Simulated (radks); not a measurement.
The numbers below are computed, except where a source is named.
N3-, 10 electrons, occupied as [Ne].

Level of theory: scalar-relativistic Kohn-Sham, PBE, spin-unpolarised, spherical densities, point nucleus; Watson sphere of charge +3 and radius 1.78 bohr (a radial shooting solver on a logarithmic mesh with Libxc functionals).

Energy parts (eV; the electron-nucleus part includes the sphere):
| part | energy |
|---|---|
| total | -1871.954 |
| kinetic | 1534.143 |
| electron-nucleus | -4279.766 |
| Hartree | 1090.295 |
| exchange-correlation | -216.626 |

Orbitals (lengths in bohr, moments of r in powers of bohr):
orbital  occ.  eigenvalue (eV)    <r^2>    <r^4>
1s          2        -377.3397  0.07161  0.01355
2s          2         -19.6600    2.432    11.28
2p          6          -8.2971    3.516    28.36

The highest occupied level is 2p at -8.297 eV. Summed over all electrons, <r^2> = 26.10 bohr^2, which gives a Langevin (diamagnetic) susceptibility term of -20.7 x 10^-6 cm^3/mol. The density falls to 0.001 e/bohr^3 at r = 3.92 bohr.
